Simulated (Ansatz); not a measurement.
```xyz
10

O    -1.643   -0.592    0.598
C    -0.700   -0.744   -0.385
Cl    0.448   -2.134   -0.022
Si    0.421    0.779   -0.598
S     1.034    1.307    1.378
H    -1.233   -0.136    1.348
H    -1.210   -1.056   -1.296
H     1.549    0.483   -1.509
H    -0.374    1.938   -1.075
H     1.707    0.155    1.561
```

Total charge 0; spin multiplicity 1.

**Question.** List the ωB97M-V/def2-TZVPP orbital energies in eV (Ansatz). (Estimate.)

**Answer.** The calculation gave: Occupied: -2771.88, -2427.20, -1807.91, -527.05, -284.46, -262.25, -221.20, -199.76, -199.57, -199.57, -164.30, -164.23, -164.14, -148.95, -103.10, -103.05, -103.04, -32.66, -26.20, -23.72, -21.59, -18.53, -16.48, -16.15, -14.92, -14.46, -12.97, -12.46, -11.96, -11.40, -11.06, -10.56, -10.11. Lowest empty: 1.48, 2.08, 2.21, 2.80, 3.08, 3.29, 3.70, 3.84.
